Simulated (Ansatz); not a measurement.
## The standard entropy of CH3I (methyl iodide) from a frequency calculation

A singlet with charge 0, relaxed at PBE0-D4/def2-TZVP (core potential) (Ansatz 0.2.0):

```xyz
5

C    -0.0441   -0.1627    0.1532
I     0.3681    1.3581   -1.2785
H     0.7607   -0.8896    0.1034
H    -0.0882    0.3074    1.1307
H    -0.9964   -0.6132   -0.1088
```

Harmonic wavenumbers in cm⁻¹: 558, 897, 897, 1279, 1461, 1461, 3101, 3217, 3217.

Masses in u: C 12.011, I 126.904, H 1.008. Take T = 298.15 K, p = 1 bar, R = 8.3145 J/(mol K), kT/hc = 207.22 cm⁻¹, rigid rotor and harmonic oscillator.

Task: Compute the standard molar entropy.

Result: 
1. Translation (Sackur–Tetrode): S = R[3/2 ln M + 5/2 ln T − 1.1517] with M = 141.939 gives 170.7 J/(mol K).
2. Rotation: principal moments 3.234, 66.666, 66.666 u Å² give A, B, C = 5.2119, 0.2529, 0.2529 cm⁻¹; the symmetry number is σ = 3; q = (√π/σ)√((kT/hc)³/ABC) = 3052; S = R(ln q + 3/2) = 79.2.
3. Vibration: with u = ν̃/207.22, each mode gives R[u/(eᵘ − 1) − ln(1 − e⁻ᵘ)]; the sum is 3.6, most from 558 cm⁻¹ (2.2), 897 cm⁻¹ (0.6), 897 cm⁻¹ (0.6).
4. Electronic: R ln 1 = 0.0, from the spin multiplicity alone.
5. Sum: 170.7 + 79.2 + 3.6 + 0.0 = 253.5 J/(mol K).

The tabulated value is 254.1 J/(mol K) (CRC Handbook of Chemistry and Physics): the model is off by -0.6.
